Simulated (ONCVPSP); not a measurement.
## What one change does to a pseudopotential (indium (In), ONCV)

indium (In), optimised norm-conserving Vanderbilt (ONCV), made with ONCVPSP 4.0.1 (BLYP, fully relativistic). Core [Ar] 3d10, reference 4s2 4p6 4d10 5s1.5 5p1.5. Waves: 4s+5s: rc 1.55 bohr, ncon 4, nbas 7, qcut 7.4 1/bohr, 2 projectors; 4p+5p: rc 1.25 bohr, ncon 4, nbas 7, qcut 11.4 1/bohr, 2 projectors; 4d: rc 1.35 bohr, ncon 3, nbas 8, qcut 9.9 1/bohr, 2 projectors, debl 1.5 Ha. Local part: polynomial inside 1.15 bohr (lpopt 5, dvloc0 4 Ha). Core correction: none.

Open shells are filled in proportion to 2j + 1.

Change: all radii scaled by about 0.77 (s 1.20, p 0.96, d 1.04 bohr); local potential polynomial inside 0.88 bohr (lpopt 5, dvloc0 4 Ha).

Cutoffs: the cutoffs (Ha) at which the residual kinetic energy of the hardest occupied pseudo-wave falls to 1 and 0.1 mHa per electron; they do not see the model core or the augmentation charge, which bear on the density cutoff. Errors are all-electron minus pseudo energies relative to the spin-unpolarised reference configuration.

Task: What does the change do?

Result: The potential gets harder (43 Ha and 52 Ha → 65 Ha and 89 Ha); of the 4 tests that both files solve, the error grows in 2 and shrinks in 0 by more than 15 % and 0.3 meV (median size 0.3 → 0.3 meV); neither file shows a bound ghost. A smaller radius makes the pseudo-wave follow the all-electron one further in, where it bends more sharply, so more plane waves are needed.

| quantity | base | changed |
| --- | --- | --- |
| cutoff, loose | 43 Ha | 65 Ha |
| cutoff, tight | 52 Ha | 89 Ha |
| loose cutoff by channel | s 20 Ha, p 43 Ha, d 37 Ha | s 65 Ha, p 58 Ha, d 41 Ha |
| bound ghosts | none | none |
| GHOST(+) flags under 300 eV | none | s at 269.1 eV |
| error for 4s2 4p6 4d10 5s2 5p1, meV [ΔE -2.89 eV] | 0.0 | -0.1 |
| error for 4s2 4p6 4d10 5s2 5p0, meV [ΔE 2.48 eV] | +0.4 | +0.2 |
| error for 4s2 4p6 4d10 5s1 5p0, meV [ΔE 21.80 eV] | +0.5 | +0.9 |
| error for 4s2 4p6 4d10 5s1 5p1, meV [ΔE 9.05 eV] | +0.1 | +0.4 |
